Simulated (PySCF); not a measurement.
C₅H₄FO₂ (doublet state).
Numbering: `[OH:1][C:2]1[CH:3]=[CH:4][O:5][C:6]([F:7])=[CH:8]1` (hydrogens: H9 on O1; H10 on C3; H11 on C4; H12 on C8)

Structure used (GFN2-xTB), in Å, numbered top down from 1:
```xyz
12
C5H4FO2 angstrom
O     -0.073    2.321    0.122
C     -0.065    0.959    0.045
C     -1.268    0.258   -0.161
C     -1.272   -1.094   -0.238
O     -0.120   -1.870   -0.123
C      1.018   -1.159    0.071
F      2.080   -1.966    0.164
C      1.118    0.181    0.162
H      0.825    2.643    0.260
H     -2.189    0.806   -0.257
H     -2.139   -1.708   -0.393
H      2.086    0.629    0.320
```

The hyperfine couplings belong to this conformer and change with its torsions.

Method: UKS B3LYP, pcH-1 on C F H O, non-relativistic, mean-field spin-orbit, GIAO (PySCF 2.14.0). Geometry: GFN2-xTB, one conformer, isolated molecule. A GFN2-xTB geometry isn't a minimum of the functional, and hyperfine couplings can be far from their values at a DFT geometry. Stability of the SCF solution: not tested. ⟨S²⟩ is 0.776 where a pure state has 0.75.

Largest spin populations (Mulliken): C2 (+0.50), C4 (+0.42), C6 (+0.23) and C3 (-0.20). Three atoms exceed +0.15. The positive populations add up to 1.36 and the negative ones to -0.36, together 2S = 1. The angles at C2 add up to 360.0°, so it is planar.

Problem. Test a(H) = Q·ρ(C) for the protons on planar carbons with a spin population beyond ±0.08.

Solution. 
| H | C | ρ(C) | a(H) (G) | a/ρ (G) |
| --- | --- | --- | --- | --- |
| H10 | C3 | -0.199 | +3.11 | -15.6 |
| H11 | C4 | +0.417 | -11.64 | -27.9 |
| H12 | C8 | -0.134 | +1.97 | -14.7 |

A least-squares line through the origin gives Q = -24.8 G with Mulliken populations. Where ρ is negative the coupling is positive.

Problem. Leave H11 and its like out of the fit. How well does the relation then predict its coupling?

Solution. The other protons give Q = -15.3 G, so a = -15.3 × 0.417 ≈ -6.39 G, against the computed -11.64 G.

Couplings in gauss use g_iso = 2.0037.
